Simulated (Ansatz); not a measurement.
`C#C[SiH](Cl)OC` + HCl → `C#C[SiH](Cl)Cl` + CH₃OH at 600 K and 1 bar (ligand exchange at the Si–O bond).

Gas-phase electronic energies from Ansatz, PBE0-D4/def2-TZVP geometries. CCSD(T)/CBS adds triple-zeta CCSD(T) − MP2 to the extrapolated MP2 energy (def2 sets, frozen cores). This one scheme is used for every species. Each species was taken in one conformer, which may not be the lowest.

```csv
species,CCSD(T)/CBS energy (Eh),H − E (kJ/mol),S (J/(mol·K))
`C#C[SiH](Cl)OC`,-941.23261,260.0,479.5
HCl,-460.38127,35.4,207.2
`C#C[SiH](Cl)Cl`,-1285.99086,136.2,419.3
CH₃OH,-115.61712,163.6,277.3
```

H − E and S are ideal-gas, rigid-rotor, harmonic terms from PBE0-D4/def2-TZVP, for one conformer and one mirror image of each species. 1 Eh = 2625.50 kJ/mol, R = 8.31446 J/(mol·K).

**Question.** By hand: ΔE, ΔH, ΔS and ΔG.

**Answer.** ΔE = (-1285.99086) + (-115.61712) − (-941.23261) − (-460.38127) = 0.00590 Eh = 15.5 kJ/mol. Δ(H − E) = 136.2 + 163.6 − 260.0 − 35.4 = 4.4, so ΔH = 19.9 kJ/mol. ΔS = 419.3 + 277.3 − 479.5 − 207.2 = 9.9 J/(mol·K). ΔG = 19.9 − 600 × (9.9)/1000 = 14.0 kJ/mol.

**Question.** By hand: the equilibrium constant, and the temperature at which ΔG would vanish if ΔH and ΔS stayed fixed.

**Answer.** log₁₀ K = −ΔG/(RT ln 10) = -1.2. ΔG = 0 at ΔH/ΔS = 2010 K, though so small a ΔS makes that figure unsure.

The number of gas molecules stays the same, so ΔS is small and ΔH decides. A doubt of 5 kJ/mol in ΔE shifts log₁₀ K by 0.4 here. Other conformers and mirror images would add mixing entropy, several J/(mol·K) or more a flexible species. These are equilibria of isolated gas molecules and say nothing of rates. Largest T1 diagnostic: 0.012 (customary marks: 0.02 for closed shells, 0.045 for open ones).
